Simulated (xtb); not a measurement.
CH3O (SMILES [CH2]O), doublet, geometry from GFN2-xTB; xtb 6.7.1 with GFN0-xTB with GBSA(chcl3).

Input for xtb:
```
$ xtb mol.xyz --gfn 0 --uhf 1 --gbsa chcl3 --json

# file mol.xyz
5

C      0.68555475     0.02506030    -0.03326015
O     -0.67125356    -0.12186477    -0.00544343
H     -1.09819889     0.73923507    -0.05875489
H      1.12820553     0.97457786     0.20251259
H      1.22669342    -0.88925661     0.09935069
```

Output, abridged:

```
   ID    Z sym.   atoms
    1    6 C      1
    2    8 O      2
    3    1 H      3-5

           -------------------------------------------------
          |                Calculation Setup                |
           -------------------------------------------------

           -------------------------------------------------
          |                 G F N 0 - x T B                 |
           -------------------------------------------------

      * Solvation model:               GBSA
        Solvent                        chcl3
        Parameter file                 internal GFN2-xTB/GBSA
        Dielectric constant                4.8100E+00
        Reference state                gsolv [1 M gas/solution]
        Free energy shift                  4.1068E-03 Eh       2.5771E+00 kcal/mol
        Temperature                        2.9815E+02 K
        Density                            1.4900E+00 kg/L
        Solvent mass                       1.1938E+02 g/mol
        Interaction kernel             Still
        Born radius scaling (c1)           1.3539E+00
        Born radii integrator          GBOBC
        Born offset                        1.4626E-02 a0       2.7639E-02 AA
        H-bond correction              false
        Ion screening                  false
        Surface tension                    1.0000E-05 Eh       1.5569E+01 dyn/cm
        Grid points                               230 per atom

          ...................................................
          :                      SETUP                      :
          :.................................................:
          :  # basis functions                  14          :
          :  # atomic orbitals                  14          :
          :  # shells                           10          :
          :  # electrons                        13          :
          :  electronic temp.          300.0000000     K    :
          :  accuracy                    1.0000000          :
          :  -> integral cutoff          0.2500000E+02      :
          :  -> integral neglect         0.1000000E-07      :
          ...................................................

         :::::::::::::::::::::::::::::::::::::::::::::::::::::
         ::                     SUMMARY                     ::
         :::::::::::::::::::::::::::::::::::::::::::::::::::::
         :: total energy              -6.972395969529 Eh    ::
         :: total w/o Gsasa/hb        -6.971346858645 Eh    ::
         :: gradient norm              0.029433704958 Eh/a0 ::
         :: HOMO-LUMO gap              4.261675642899 eV    ::
         ::.................................................::
         :: H0 energy                 -6.993605478579 Eh    ::
         :: repulsion energy           0.070360297408 Eh    ::
         :: electrostat energy        -0.036028790599 Eh    ::
         :: -> Gsolv                   0.000000000000 Eh    ::
         ::    -> Gsasa               -0.005155905659 Eh    ::
         ::    -> Gshift               0.004106794775 Eh    ::
         :: dispersion energy         -0.000415826629 Eh    ::
         :: short-range corr.         -0.012706171131 Eh    ::
         :: add. restraining           0.000000000000 Eh    ::
         :: total charge              -0.000000000000 e     ::
         :::::::::::::::::::::::::::::::::::::::::::::::::::::

           -------------------------------------------------
          |                Property Printout                |
           -------------------------------------------------

    * Orbital Energies and Occupations

         #    Occupation            Energy/Eh            Energy/eV
      -------------------------------------------------------------
         1        2.0000           -0.6945844             -18.9006
         2        2.0000           -0.6192409             -16.8504
         3        2.0000           -0.5629541             -15.3188
         4        2.0000           -0.5251271             -14.2894
         5        2.0000           -0.4728221             -12.8661
         6        2.0000           -0.4599710             -12.5164
         7        1.0000           -0.3242065              -8.8221 (HOMO)
         8                         -0.1675928              -4.5604 (LUMO)
         9                         -0.1275483              -3.4708
        10                         -0.0901534              -2.4532
        11                          0.0334976               0.9115
        12                          0.2319186               6.3108
        13                          0.2495196               6.7898
        14                          0.3984116              10.8413
      -------------------------------------------------------------
                  HL-Gap            0.1566137 Eh            4.2617 eV
             Fermi-level            0.0000000 Eh            0.0000 eV

     #   Z          covCN         q      C6AA      α(0)
     1   6 C        2.706    -0.090    31.936     9.220
     2   8 O        1.658    -0.565    24.141     6.646
     3   1 H        0.805     0.339     0.614     1.231
     4   1 H        0.926     0.144     1.431     1.871
     5   1 H        0.926     0.172     1.254     1.751

 Mol. C6AA /au·bohr⁶  :        185.360574
 Mol. C8AA /au·bohr⁸  :       3971.498780
 Mol. α(0) /au        :         20.719689

Wiberg/Mayer (AO) data.
largest (>0.10) Wiberg bond orders for each atom

 ---------------------------------------------------------------------------
     #   Z sym  total        # sym  WBO       # sym  WBO       # sym  WBO
 ---------------------------------------------------------------------------
     1   6 C    3.400 --     2 O    1.424     5 H    0.990     4 H    0.988
     2   8 O    2.428 --     1 C    1.424     3 H    0.983
     3   1 H    0.988 --     2 O    0.983
     4   1 H    0.992 --     1 C    0.988
     5   1 H    1.006 --     1 C    0.990
 ---------------------------------------------------------------------------

Topologies differ in total number of bonds
Writing topology from bond orders to xtbtopo.mol

 dipole moment from electron density (au)
     X       Y       Z
  -0.5882   0.4962   0.1110  total (Debye):    1.976

           -------------------------------------------------
          | TOTAL ENERGY               -6.972395969529 Eh   |
          | GRADIENT NORM               0.029433704958 Eh/α |
          | HOMO-LUMO GAP               4.261675642899 eV   |
           -------------------------------------------------

normal termination of xtb
```
